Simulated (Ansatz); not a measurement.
```yaml
crystal:
  periodic: [false, false, false]
  atoms:
    - {symbol: Cd, position_ang: [2.778124, -1.085004, -1.490017]}
    - {symbol: O, position_ang: [3.879094, 0.248428, -0.558565]}
    - {symbol: Cd, position_ang: [2.927825, 1.443849, 0.675875]}
    - {symbol: O, position_ang: [2.093335, 2.696280, 1.937886]}
    - {symbol: Cd, position_ang: [0.147670, 2.538001, 2.154668]}
    - {symbol: O, position_ang: [-1.792146, 2.481484, 2.457396]}
    - {symbol: Cd, position_ang: [-2.779777, 1.092301, 1.481458]}
    - {symbol: O, position_ang: [-3.878131, -0.252849, 0.563903]}
    - {symbol: Cd, position_ang: [-2.925763, -1.453240, -0.664825]}
    - {symbol: O, position_ang: [-2.089796, -2.712065, -1.919494]}
    - {symbol: Cd, position_ang: [-0.148079, -2.535928, -2.157062]}
    - {symbol: O, position_ang: [1.787635, -2.461237, -2.481234]}
basis:
  gaussian: {orbitals: def2-mTZVP}
hamiltonian: {xc: {name: PBE}, dispersion: d4}
output: {forces: true}
```

```sh
$ ansatz run in.yaml --threads 2 --pin off --events-out ev --progress --plain --max-ram 32768MiB --backend cuda --devices 0, --max-vram 18GiB
```

Output, abridged:

```
Functional definition: PBE
3126 factors; their error is unknown
mean field evaluation 1: about -39596.3829 eV, gradient 2.0e2 eV
mean field evaluation 2: about -38734.0165 eV, gradient 4.5e2 eV
mean field evaluation 4: about -39658.7246 eV, gradient 8.0e1 eV
mean field evaluation 8: about -39667.5748 eV, gradient 1.1e0 eV
mean field evaluation 16: about -39667.5724 eV, gradient 1.9e-2 eV
mean field -39667.57245030 eV, -1457.7563999021 hartree, gradient 1.7e-5 eV, S^2 0.000000; 0 other end points of the search recorded, 0 dependent functions left out
reference -39667.57252718 eV, -1457.7564027277 hartree; 84, 84 occupied and 258, 258 virtual orbitals, 3126 factors
Total energy: -39668.10226551 eV, -1457.7758702522 hartree
Atom 0 at     2.778124    -1.085004    -1.490017 Å, force    -0.056776     0.022099     0.031079 eV/Å
Atom 1 at     3.879094     0.248428    -0.558565 Å, force     0.496114     0.033157    -0.072963 eV/Å
Atom 2 at     2.927825     1.443849     0.675875 Å, force    -0.060024    -0.029200    -0.014393 eV/Å
Atom 3 at     2.093335     2.696280     1.937886 Å, force     0.268690     0.341722     0.252499 eV/Å
Atom 4 at     0.147670     2.538001     2.154668 Å, force    -0.003325    -0.052106    -0.044192 eV/Å
Atom 5 at    -1.792146     2.481484     2.457396 Å, force    -0.230088     0.321721     0.309917 eV/Å
Atom 6 at    -2.779777     1.092301     1.481458 Å, force     0.057384    -0.022137    -0.029696 eV/Å
Atom 7 at    -3.878131    -0.252849     0.563903 Å, force    -0.496089    -0.034738     0.074963 eV/Å
Atom 8 at    -2.925763    -1.453240    -0.664825 Å, force     0.060290     0.029681     0.012620 eV/Å
Atom 9 at    -2.089796    -2.712065    -1.919494 Å, force    -0.267221    -0.347135    -0.245834 eV/Å
Atom 10 at    -0.148079    -2.535928    -2.157062 Å, force     0.002441     0.051950     0.044417 eV/Å
Atom 11 at     1.787635    -2.461237    -2.481234 Å, force     0.228605    -0.315013    -0.318418 eV/Å
Dipole moment:     0.000002    -0.000029     0.000082 e Å
```

Hardware: 2 threads of AMD EPYC 7R13 on a shared host and a share (18 GiB) of an NVIDIA H100 80GB HBM3. Wall time 8 s, peak host memory 0.94 GiB.

In the def2 sets Cd takes a core potential; there is no spin–orbit coupling.
